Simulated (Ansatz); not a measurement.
This Ansatz (an electronic-structure program) input (CCSD(T)/def2-SV(P)) gives -0.49928 Eh with 2 basis functions. A basis named .json is the Basis Set Exchange file of that set (core-valence sets with the plain set on hydrogen).

Ansatz 0.2 input:
```yaml
crystal:
  periodic: [false, false, false]
  atoms:
    - {symbol: H, position_ang: [0.00000000, 0.00000000, 0.00000000]}
basis:
  gaussian:
    orbitals: def2-SV_P_.json
magnetization: {spin_polarized: true, initial_magnetization: 1}
correlation: {method: ccsd_t, electrons: outside_noble_gas}
scf: {lower_state_search: full}
```

Change:
```diff
- orbitals: def2-SV_P_.json
+ orbitals: def2-TZVPD
```

Problem. What does the run give now?

Solution. -0.49981 Eh (CCSD(T)/def2-TZVPD, 9 functions), a change of -0.53 mEh.
